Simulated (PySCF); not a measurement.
Atomic charges by several schemes

Species: cyclooctane, C₈H₁₆.
SMILES with atom numbers: `[CH2:1]1[CH2:2][CH2:3][CH2:4][CH2:5][CH2:6][CH2:7][CH2:8]1` (hydrogens: H9, H10 on C1; H11, H12 on C2; H13, H14 on C3; H15, H16 on C4; H17, H18 on C5; H19, H20 on C6; H21, H22 on C7; H23, H24 on C8)

Geometry (PBE0-D3(BJ)/def2-SVP, Å), atoms numbered from 1 in this order:
```xyz
24
C8H16 angstrom
C      1.3413   -0.9846    0.5278
C      0.4908   -1.7440   -0.4841
C     -0.8346   -1.1025   -0.9060
C     -1.6785   -0.5089    0.2316
C     -1.5898    1.0075    0.4079
C     -0.2534    1.6241    0.8235
C      0.8943    1.4848   -0.1874
C      1.9017    0.3671    0.1004
H      0.7662   -0.8588    1.4612
H      2.1914   -1.6299    0.8059
H      1.0922   -1.9492   -1.3873
H      0.2679   -2.7333   -0.0471
H     -1.4213   -1.8778   -1.4249
H     -0.6586   -0.3258   -1.6676
H     -1.4332   -1.0123    1.1838
H     -2.7387   -0.7472    0.0481
H     -2.3485    1.3085    1.1504
H     -1.9043    1.4805   -0.5410
H      0.0576    1.2200    1.8034
H     -0.4392    2.6955    1.0029
H      1.4590    2.4303   -0.2255
H      0.4718    1.3682   -1.1984
H      2.5481    0.2325   -0.7847
H      2.5733    0.7117    0.9064
```

Density: PBE0/pcSseg-1 (PySCF); schemes: Mulliken, IAO, Hirshfeld and ESP-fitted. The structure is a single PBE0-D3(BJ)/def2-SVP conformer in the gas phase; no vibrational or solvent corrections.

Problem. Tabulate the Mulliken, IAO, Hirshfeld and ESP-fitted charges.

Solution. In e; atoms taken as equivalent share a row and are averaged (×n: the atom named and its like, n in all):

| atom | environment | Mulliken | IAO | Hirshfeld | ESP-fitted |
| --- | --- | --- | --- | --- | --- |
| C1 (×8) | ring CH2 carbon | -0.231 | -0.250 | -0.067 | -0.053 |
| H9 (×16) | methylene hydrogen | +0.115 | +0.125 | +0.033 | +0.027 |

Mean size of the charges over all atoms: IAO 0.167 e, Mulliken 0.154 e, Hirshfeld 0.044 e, ESP-fitted 0.039 e. Each set sums to the total charge, 0, to within 0.001 e. The IAO scheme counts the electrons in orthogonalised intrinsic atomic orbitals, a minimal basis polarised so that it spans the occupied orbitals exactly. The Mulliken scheme counts on each atom the diagonal of the density matrix times the overlap matrix over that atom's basis functions.

Some averages cover members that differ in this geometry: C1 (×8), ESP-fitted -0.136 to +0.019; H9 (×16), ESP-fitted -0.002 to +0.055; C1 (×8), Mulliken -0.258 to -0.209 e.

Lowest charge. All schemes agree: Mulliken C1 (×8) (-0.231); IAO C1 (×8) (-0.250); Hirshfeld C1 (×8) (-0.067); ESP-fitted C1 (×8) (-0.053).

Highest charge. All schemes agree: Mulliken H9 (×16) (+0.115); IAO H9 (×16) (+0.125); Hirshfeld H9 (×16) (+0.033); ESP-fitted H9 (×16) (+0.027).

Problem. How many electrons does the ESP-fitted scheme count on C7?

Solution. Its own charge is -0.111 e, so Z − q = 6.111.

Problem. Sum the charges by element.

Solution. 
```json
{"element": "C", "atoms": "8", "Mulliken": "-1.844", "IAO": "-2.004", "Hirshfeld": "-0.533", "ESP-fitted": "-0.426"}
{"element": "H", "atoms": "16", "Mulliken": "+1.844", "IAO": "+2.004", "Hirshfeld": "+0.533", "ESP-fitted": "+0.426"}
```
